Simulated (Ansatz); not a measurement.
Ideal-gas functions of `O[SiH2]OBF` at 400 K and 1 bar, from an Ansatz frequency run at PBE0-D4/def2-TZVP.

Molar mass 93.93 g/mol, point group C1 (symmetry number 1), electronic degeneracy 1, moments of inertia 39.813, 272.416, 304.819 u Å². Harmonic wavenumbers (cm⁻¹, unscaled): 52, 97, 101, 242, 321, 452, 641, 770, 815, 850, 907, 925, 953, 978, 1108, 1234, 1452, 2246, 2291, 2634, 3931.

Use S(trans) = R[1.5 ln M + 2.5 ln T − 1.1517]; rotational temperatures θ = 24.2544 K / I; S(rot) = R[ln(√π/σ · √(T³/θAθBθC)) + 1.5]; for each mode x = 1.438777 ν̃/T, S = R[x/(eˣ − 1) − ln(1 − e⁻ˣ)] and H = RT x/(eˣ − 1); 1 cm⁻¹ = 0.0119627 kJ/mol; R = 8.31446 J/(mol·K).

Q: By hand: the entropy, in J/(mol·K).

A: Translation 171.6. Rotation: θ = 0.6092, 0.089, 0.0796 K, giving 114.6. Vibration, mode by mode: 22.27, 17.11, 16.78, 9.73, 7.57, 5.13, 3.00, 2.08, 1.83, 1.65, 1.40, 1.33, 1.23, 1.14, 0.78, 0.54, 0.28, 0.02, 0.02, 0.01, 0.00, in all 93.9. Electronic 0.0. Sum 380.1 J/(mol·K).

Q: By hand: H − E and G − E in kJ/mol, counted from the electronic energy.

A: Zero-point energy ½ × 23000 × 0.0119627 = 137.6; thermal vibration 18.4; translation, rotation and pV give 4 RT = 13.3. H − E = 169.3 kJ/mol, and G − E = 169.3 − 400 × 380.1/1000 = 17.3 kJ/mol.

Vibration gives 25 % of the entropy, 56.2 J/(mol·K) of it from the modes under 150 cm⁻¹: soft modes count most, and the harmonic formula is weakest for them. The sum counts one conformer and one mirror image; others add a mixing term.
